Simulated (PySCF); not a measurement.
# C₆ coefficients of unlike pairs at PBE

Calculated with PySCF 2.14 from the dipole response of each species, C₆(A,B) = (3/π) ∫ α_A(iu) α_B(iu) du, in atomic units, from isotropic polarisabilities. For ions this is the dispersion term alone; charge-induced terms of lower order in 1/R come first.

```json
{"species": "Al(3+)", "configuration": "[Ne] (1S)", "basis": "aug-cc-pwCVTZ (8s7p5d3f)", "relativity": "none", "α (bohr³)": "0.2797", "C₆ (like pair)": "0.2615"}
{"species": "W+", "configuration": "[Xe] 4f14 5d4 6s1 (6D)", "basis": "aug-cc-pVQZ-PP with ECP60MDF (7s7p6d4f3g2h)", "relativity": "core potential", "α (bohr³)": "35.00", "C₆ (like pair)": "299.5"}
{"species": "I+", "configuration": "[Kr] 4d10 5s2 5p4 (3P)", "basis": "aug-cc-pVTZ-PP with ECP28MDF (6s5p4d2f)", "relativity": "core potential", "α (bohr³)": "20.69", "C₆ (like pair)": "175.2"}
{"species": "Cl(2+)", "configuration": "[Ne] 3s2 3p3 (4S)", "basis": "aug-cc-pV(T+d)Z (6s5p4d2f)", "relativity": "none", "α (bohr³)": "5.882", "C₆ (like pair)": "20.97"}
```

Estimate C₆ for Cl(2+) with I+.

The integral gives 59.68. The combination rule 2 C_A C_B / (C_A α_B/α_A + C_B α_A/α_B) gives 59.46 and the geometric mean 60.61.

No spin-orbit coupling is included.

The other pairs:

```
          pair     C₆
    Cl(2+), W+  74.74
Cl(2+), Al(3+)  1.737
    W+, Al(3+)  5.352
        I+, W+  225.1
    I+, Al(3+)  4.462
```
